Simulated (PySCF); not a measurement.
Computed IR spectrum (relative IR intensity) of a molecule C₄H₇Cl. Geometry: PBE-D3(BJ)/def2-SVP. The values are those of a single conformer. Computed with PBE-D3(BJ)/def2-SVP (PySCF). Frequencies are harmonic and unscaled.

Lines under 2 % of the strongest are left out, and lines within 2 cm⁻¹ are merged.

```
ν (cm⁻¹)  relative intensity
--------  ------------------
136                      2.3
431                       16
436                      6.6
672                       34
813                       33
894                       25
979                       22
1049                     100
1121                      39
1280                     2.1
1349                      21
1390                      15
1400                      25
1411                      14
1692                      28
2959                      53
2972                      25
3022                      20
3046                      11
3073                      19
3085                      19
3103                      15
```

Pick the molecule that these values belong to.
(A) C=C(Cl)CC
(B) C/C=C(\C)Cl
(C) CC/C=C\Cl
(D) C=CCCCl

B, C/C=C(\C)Cl
